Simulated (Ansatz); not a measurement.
`[CH3][In]([CH3])[I]` + NH₃ → `[CH3][In]([CH3])[NH2]` + HI at 600 K and 1 bar (ligand exchange at the In–I bond).

Calculated with Ansatz (gas phase, PBE0-D4/def2-TZVP geometries, no zero-point term in ΔE). CBS: MP2 limit from def2 TZ/QZ plus the TZ coupled-cluster correction, frozen cores. This one scheme is used for every species. Elements past krypton have def2 core potentials. For I, In outer-core shells are correlated without core-valence functions, which leaves a few kJ/mol of doubt a bond. One conformer a species, not always the lowest.

```json
{"species": "`[CH3][In]([CH3])[I]`", "CCSD(T)/CBS energy (Eh)": "-567.03214", "H − E (kJ/mol)": "251.1", "S (J/(mol·K))": "502.4"}
{"species": "NH₃", "CCSD(T)/CBS energy (Eh)": "-56.50880", "H − E (kJ/mol)": "112.4", "S (J/(mol·K))": "219.5"}
{"species": "`[CH3][In]([CH3])[NH2]`", "CCSD(T)/CBS energy (Eh)": "-325.44663", "H − E (kJ/mol)": "321.3", "S (J/(mol·K))": "504.0"}
{"species": "HI", "CCSD(T)/CBS energy (Eh)": "-298.03592", "H − E (kJ/mol)": "31.6", "S (J/(mol·K))": "227.0"}
```

H − E and S are ideal-gas, rigid-rotor, harmonic terms from PBE0-D4/def2-TZVP, for one conformer and one mirror image of each species. 1 Eh = 2625.50 kJ/mol, R = 8.31446 J/(mol·K).

Task: By hand: ΔE, ΔH, ΔS and ΔG.

Result: ΔE = (-325.44663) + (-298.03592) − (-567.03214) − (-56.50880) = 0.05839 Eh = 153.3 kJ/mol. Δ(H − E) = 321.3 + 31.6 − 251.1 − 112.4 = -10.6, so ΔH = 142.7 kJ/mol. ΔS = 504.0 + 227.0 − 502.4 − 219.5 = 9.1 J/(mol·K). ΔG = 142.7 − 600 × (9.1)/1000 = 137.2 kJ/mol.

Task: By hand: the equilibrium constant, and the temperature at which ΔG would vanish if ΔH and ΔS stayed fixed.

Result: log₁₀ K = −ΔG/(RT ln 10) = -11.9. ΔG = 0 at ΔH/ΔS = 15681 K, far beyond where these terms or the molecules hold.

The number of gas molecules stays the same, so ΔS is small and ΔH decides. A doubt of 5 kJ/mol in ΔE shifts log₁₀ K by 0.4 here. Other conformers and mirror images would add mixing entropy, several J/(mol·K) or more a flexible species. Modes under 60 cm⁻¹, often nearly free rotors, make the harmonic entropy too high. These are equilibria of isolated gas molecules and say nothing of rates. Largest T1 diagnostic: 0.013 (customary marks: 0.02 for closed shells, 0.045 for open ones).
